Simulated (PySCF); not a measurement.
Species: C6H18Si2.
SMILES: `C[Si](C)(C)[Si](C)(C)C`

Torsions of this conformer, `[CH3:1][Si:2]([CH3:3])([CH3:4])[Si:5]([CH3:6])([CH3:7])[CH3:8]`: C1–Si2–Si5–C6 179°.

The closed-shell ground state was solved at several levels (PySCF, density fitting, gas phase, non-relativistic). Geometry: PBE0-D3(BJ)/def2-SVP; no solvent, vibrations or thermal averaging. The dipole stays under 0.02 D at every level.

```json
{"level": "OPBE/pcSseg-1", "basis functions": "240", "HOMO (eV)": "-5.76", "LUMO (eV)": "0.45", "gap (eV)": "6.21"}
{"level": "PBE0/cc-pVDZ", "basis functions": "210", "HOMO (eV)": "-6.71", "LUMO (eV)": "1.26", "gap (eV)": "7.97"}
{"level": "PBE0/def2-SVP", "basis functions": "210", "HOMO (eV)": "-6.79", "LUMO (eV)": "1.21", "gap (eV)": "8.00"}
{"level": "wB97X-D/pcSseg-1", "basis functions": "240", "HOMO (eV)": "-8.69", "LUMO (eV)": "2.63", "gap (eV)": "11.32"}
{"level": "KT3/pcSseg-1", "basis functions": "240", "HOMO (eV)": "-5.92", "LUMO (eV)": "-0.03", "gap (eV)": "5.89"}
{"level": "B97-D/pcSseg-1", "basis functions": "240", "HOMO (eV)": "-5.77", "LUMO (eV)": "0.25", "gap (eV)": "6.02"}
{"level": "BHandHLYP/pcSseg-1", "basis functions": "240", "HOMO (eV)": "-7.97", "LUMO (eV)": "1.48", "gap (eV)": "9.45"}
{"level": "KT2/pcSseg-1", "basis functions": "240", "HOMO (eV)": "-5.88", "LUMO (eV)": "-0.04", "gap (eV)": "5.84"}
{"level": "PBE0/pcSseg-0", "basis functions": "116", "HOMO (eV)": "-7.25", "LUMO (eV)": "1.37", "gap (eV)": "8.62"}
{"level": "mPW1PW91/pcSseg-1", "basis functions": "240", "HOMO (eV)": "-6.94", "LUMO (eV)": "0.92", "gap (eV)": "7.86"}
{"level": "PBE0/6-31G*", "basis functions": "156", "HOMO (eV)": "-6.62", "LUMO (eV)": "1.56", "gap (eV)": "8.18"}
{"level": "BLYP/pcSseg-1", "basis functions": "240", "HOMO (eV)": "-5.66", "LUMO (eV)": "0.12", "gap (eV)": "5.78"}
{"level": "PBE0/6-31G", "basis functions": "116", "HOMO (eV)": "-6.76", "LUMO (eV)": "1.82", "gap (eV)": "8.58"}
```

Estimate the row for PBE0/pcSseg-1, a basis of 240 functions; the other rows only guide the guess.

HOMO -6.90 eV, LUMO 0.87 eV, gap 7.77 eV.

Over all these levels, which gives the widest orbital gap and which the narrowest?

wB97X-D/pcSseg-1 (range-separated hybrid) has the widest, 11.32 eV, and BLYP/pcSseg-1 (GGA) the narrowest, 5.78 eV. The two share the basis. From the narrowest to the widest the HOMO moves by -3.03 eV and the LUMO by +2.51 eV.

How much does the basis alone move the frontier levels among the 6 PBE0 rows (the withheld one included)?

The HOMO by 0.63 eV and the LUMO by 0.95 eV. By rising basis size (HOMO, LUMO in eV): pcSseg-0 -7.25, 1.37; 6-31G -6.76, 1.82; 6-31G* -6.62, 1.56; cc-pVDZ -6.71, 1.26; def2-SVP -6.79, 1.21; pcSseg-1 -6.90, 0.87.

In the pcSseg-1 basis, how does the gap go with the fixed share of exact exchange?

BLYP (0 %) 5.78 eV; KT2 (0 %) 5.84 eV; KT3 (0 %) 5.89 eV; B97-D (0 %) 6.02 eV; OPBE (0 %) 6.21 eV; PBE0 (25 %) 7.77 eV; mPW1PW91 (25 %) 7.86 eV; BHandHLYP (50 %) 9.45 eV. Each rise in the share widens the gap here.
